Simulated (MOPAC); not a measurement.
Species: PbBr, net charge 0, doublet state. SMILES: [Br][Pb]

Atoms: Pb1, Br2. Bonds: Pb1-Br2.

Bond lengths (Å) and angles (degrees) optimised at AM1 with MOPAC; PM3 with MOPAC; MNDO with MOPAC, each started from the B3LYP-D3(BJ)/def2-TZVP structure (Ansatz) of the last column. A row stands for all coordinates that are equal there.

| coordinate | AM1 | PM3 | MNDO | B3LYP-D3(BJ)/def2-TZVP |
|---|---|---|---|---|
| Pb1-Br2 | 2.215 | 2.562 | 2.467 | 2.638 |

Mean signed difference of all 1 bond lengths from B3LYP-D3(BJ)/def2-TZVP: AM1 -0.423 Å, PM3 -0.076 Å, MNDO -0.171 Å.
